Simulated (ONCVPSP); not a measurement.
Scattering properties, ONCV potential for Co (Z = 27)

Co, optimised norm-conserving Vanderbilt (ONCV), made with ONCVPSP 4.0.1 (BLYP, scalar-relativistic). Core [Ar], reference 3d7 4s1 (charge +1). Waves: 4s: rc 1.85 bohr, ncon 4, nbas 8, qcut 4.6 1/bohr, 2 projectors, debl 1.6 Ha; p scattering state at 0.04 Ha: rc 1.65 bohr, ncon 5, nbas 9, qcut 4.4 1/bohr, 2 projectors, debl 2.1 Ha; 3d: rc 1.35 bohr, ncon 4, nbas 9, qcut 10.8 1/bohr, 2 projectors, debl 2.1 Ha. Local part: polynomial inside 1.35 bohr (lpopt 5, dvloc0 4 Ha). Core correction: polynomial model core, fcfact 0.45.

The phase is arctan(r·R′/R) of the radial function R(r), unwrapped; energies in Ha, scanned from -2 to 5 Ha. A pole is an energy at which the radial function vanishes at the test radius. The pseudo phase is shifted by a multiple of π to meet the all-electron one at the reference energy, and phase errors are pseudo minus all-electron; the curves can meet again beyond the range given. Levels narrower than the energy grid can be missing from the lists of poles.

| channel | radius (bohr) | reference energy (Ha) | poles, all-electron | poles, pseudo | unbroken range about the reference energy with phases within 0.05 rad | phase error 1 Ha above the reference energy (rad) |
| --- | --- | --- | --- | --- | --- | --- |
| s | 1.88 | -0.47 | 2.42 | 2.42 | below 4.9 | -0.000 |
| p | 1.68 | 0.04 | 4.65 | 4.74 | above -1.7 | +0.001 |
| d | 1.37 | -0.62 | 0.20 | 0.20 | the whole range | +0.000 |

Note: ghosts flagged at negative energy: s at -118.8 eV, p at -61.6 eV; no localised positive-energy state flagged. A true bound ghost makes a file unfit for plane-wave use.

Phases in the s channel:

```
E (Ha)  all-electron  pseudo
 -1.98         1.080   1.079
 -1.62         0.958   0.957
 -1.26         0.749   0.748
 -0.90         0.363   0.363
 -0.54        -0.245  -0.245
 -0.18        -0.782  -0.782
  0.18        -1.087  -1.087
  0.54        -1.256  -1.257
  0.90        -1.361  -1.361
  1.26        -1.432  -1.432
  1.62        -1.485  -1.485
  1.98        -1.527  -1.527
  2.34        -1.563  -1.563
  2.70        -1.596  -1.597
  3.06        -1.628  -1.629
  3.42        -1.661  -1.664
  3.78        -1.698  -1.703
  4.14        -1.743  -1.753
  4.50        -1.803  -1.822
  4.86        -1.891  -1.933
```
